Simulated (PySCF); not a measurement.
C3H12GeN2O (SMILES C[CH2][Ge]([NH2])([NH2])[O]C), singlet, geometry from GFN2-xTB; PySCF with CASSCF(6,5)/STO-3G.

Here is a job for PySCF.
```python
from pyscf import gto, scf, mcscf
import numpy

mol = gto.M(
    atom='''
C     2.278108   -1.178324   -1.054492
C     1.954739    0.021087   -0.179224
Ge    0.010186    0.128722    0.330308
N    -0.723861   -1.204917    1.357477
N    -0.553656    1.660942    1.159886
O    -0.780820    0.057195   -1.251652
C    -2.169458    0.205061   -1.442488
H     1.657773   -1.163139   -1.946362
H     3.325213   -1.160727   -1.354420
H     2.089127   -2.108950   -0.522638
H     2.204533    0.939044   -0.708743
H     2.555596   -0.001699    0.731704
H    -0.317157   -1.338948    2.271706
H    -0.757515   -2.104307    0.897245
H    -0.567975    1.636057    2.168064
H    -0.106939    2.517114    0.864223
H    -2.710432   -0.677810   -1.095073
H    -2.554398    1.077709   -0.912206
H    -2.334947    0.329859   -2.514473
''',
    basis='sto-3g',
    charge=0,
    spin=0,
    verbose=4,
)

mf = scf.RHF(mol)
mf.kernel()
mc = mcscf.CASSCF(mf, 5, 6)
mc.fix_spin_(ss=0.0)
mc.conv_tol = 1e-5
mc.kernel()
occ = numpy.linalg.eigvalsh(mc.fcisolver.make_rdm1(mc.ci, mc.ncas, mc.nelecas))[::-1]
ss = mc.fcisolver.spin_square(mc.ci, mc.ncas, mc.nelecas)[0]
print('natural occupations', occ.round(4), ' <S^2>', round(ss, 4))
```

It wrote (shortened):

```
PySCF version 2.14.0

[INPUT] verbose = 4
[INPUT] num. atoms = 19
[INPUT] num. electrons = 84
[INPUT] charge = 0
[INPUT] spin (= nelec alpha-beta = 2S) = 0
[INPUT] symmetry False subgroup None
[INPUT] Mole.unit = angstrom
[INPUT] Symbol           X                Y                Z      unit          X                Y                Z       unit  Magmom
[...]
nuclear repulsion = 628.793056206673
number of shells = 38
number of NR pGTOs = 180
number of NR cGTOs = 60
basis = sto-3g
ecp = {}

******** <class 'pyscf.scf.hf.RHF'> ********
method = RHF
initial guess = minao
damping factor = 0
level_shift factor = 0
DIIS = <class 'pyscf.scf.diis.CDIIS'>
diis_start_cycle = 1
diis_space = 8
diis_damp = 0
SCF conv_tol = 1e-09
SCF conv_tol_grad = None
SCF max_cycles = 50
direct_scf = True
direct_scf_tol = 1e-13
Set gradient conv threshold to 3.16228e-05
Initial guess from minao.
init E= -2350.45475197526
[...]
cycle= 1 E= -2352.1530660495  delta_E= -1.7  |g|= 0.704  |ddm|= 5.11
[...]
cycle= 2 E= -2352.33871479415  delta_E= -0.186  |g|= 0.156  |ddm|= 1.23
[...]
cycle= 3 E= -2352.34736342106  delta_E= -0.00865  |g|= 0.0368  |ddm|= 0.268
[...]
cycle= 4 E= -2352.34804030865  delta_E= -0.000677  |g|= 0.00872  |ddm|= 0.0722
[...]
cycle= 5 E= -2352.34809106453  delta_E= -5.08e-05  |g|= 0.00184  |ddm|= 0.0255
[...]
cycle= 6 E= -2352.34809349713  delta_E= -2.43e-06  |g|= 0.000512  |ddm|= 0.00537
[...]
cycle= 7 E= -2352.34809372028  delta_E= -2.23e-07  |g|= 7.09e-05  |ddm|= 0.00208
[...]
cycle= 8 E= -2352.3480937248  delta_E= -4.52e-09  |g|= 1.9e-05  |ddm|= 0.000272
[...]
cycle= 9 E= -2352.34809372507  delta_E= -2.68e-10  |g|= 4.7e-06  |ddm|= 5.9e-05
[...]
Extra cycle  E= -2352.34809372508  delta_E= -6.37e-12  |g|= 2.14e-06  |ddm|= 1.18e-05
converged SCF energy = -2352.34809372508

******** <class 'pyscf.mcscf.mc1step.CASSCF'> ********
CAS (3e+3e, 5o), ncore = 39, nvir = 16
max_cycle_macro = 50
max_cycle_micro = 4
conv_tol = 1e-05
conv_tol_grad = None
orbital rotation max_stepsize = 0.02
orbital rotation threshold for CI restart = 0.01
augmented hessian ah_max_cycle = 30
augmented hessian ah_conv_tol = 1e-12
augmented hessian ah_linear dependence = 1e-14
augmented hessian ah_level shift = 1e-08
augmented hessian ah_start_tol = 2.5
augmented hessian ah_start_cycle = 3
augmented hessian ah_grad_trust_region = 3
kf_trust_region = 3
kf_interval = 4
ci_response_space = 4
ci_grad_trust_region = 3
with_dep4 0
natorb = False
canonicalization = True
sorting_mo_energy = False
[...]
CASCI E = -2352.35193606296  S^2 = 0.0000000
[...]
macro iter   4 ( 12 JK    3 micro), CASSCF E = -2352.37394564352  dE = -1.43622477e-03  S^2 = 0.0000000
               |grad[o]|=0.00899  |grad[c]|=0.0194  |ddm|=0.0108  |maxRot[o]|=0.0802
macro iter   5 ( 12 JK    3 micro), CASSCF E = -2352.37477568408  dE = -8.30040559e-04  S^2 = 0.0000000
               |grad[o]|=0.00611  |grad[c]|=0.0381  |ddm|=0.011  |maxRot[o]|=0.112
macro iter   6 ( 21 JK    4 micro), CASSCF E = -2352.37495562746  dE = -1.79943385e-04  S^2 = 0.0000000
               |grad[o]|=0.00384  |grad[c]|=0.0632  |ddm|=0.00935  |maxRot[o]|=0.172
macro iter   7 ( 21 JK    4 micro), CASSCF E = -2352.37522556992  dE = -2.69942459e-04  S^2 = 0.0000000
               |grad[o]|=0.00811  |grad[c]|=0.00473  |ddm|=0.000853  |maxRot[o]|=0.0548
macro iter   8 ( 21 JK    4 micro), CASSCF E = -2352.37533015926  dE = -1.04589339e-04  S^2 = 0.0000000
               |grad[o]|=0.00391  |grad[c]|=0.00923  |ddm|=0.000645  |maxRot[o]|=0.0996
macro iter   9 ( 21 JK    4 micro), CASSCF E = -2352.37538683543  dE = -5.66761760e-05  S^2 = 0.0000000
               |grad[o]|=0.0031  |grad[c]|=0.0165  |ddm|=0.00193  |maxRot[o]|=0.164
macro iter  10 (  7 JK    2 micro), CASSCF E = -2352.37554546703  dE = -1.58631600e-04  S^2 = 0.0000000
               |grad[o]|=0.00329  |grad[c]|=0.0127  |ddm|=0.00191  |maxRot[o]|=0.0696
macro iter  11 (  7 JK    2 micro), CASSCF E = -2352.37562833798  dE = -8.28709472e-05  S^2 = 0.0000000
               |grad[o]|=0.00177  |grad[c]|=0.0123  |ddm|=0.00127  |maxRot[o]|=0.0697
macro iter  12 (  6 JK    1 micro), CASSCF E = -2352.37567434468  dE = -4.60067031e-05  S^2 = 0.0000000
               |grad[o]|=0.00104  |grad[c]|=0.0147  |ddm|=0.000879  |maxRot[o]|=0.0796
macro iter  13 (  3 JK    1 micro), CASSCF E = -2352.37567852343  dE = -4.17874480e-06  S^2 = 0.0000000
               |grad[o]|=0.000334  |grad[c]|=0.00117  |ddm|=0.00011  |maxRot[o]|= 0.02
macro iter  14 (  1 JK    1 micro), CASSCF E = -2352.37567852398  dE = -5.49334800e-10  S^2 = 0.0000000
               |grad[o]|=0.000171  |grad[c]|=2.64e-05  |ddm|=2.4e-05  |maxRot[o]|=    0
1-step CASSCF converged in  14 macro (195 JK  41 micro) steps
CASSCF canonicalization
Density matrix diagonal elements [1.98229707 1.99807009 1.97472617 0.0244557  0.02045097]
CASSCF energy = -2352.37567852398
CASCI E = -2352.37567852398  E(CI) = -9.16574846120602  S^2 = 0.0000000
natural occupations [1.9992 1.982  1.9746 0.0259 0.0184]  <S^2> 0.0
```
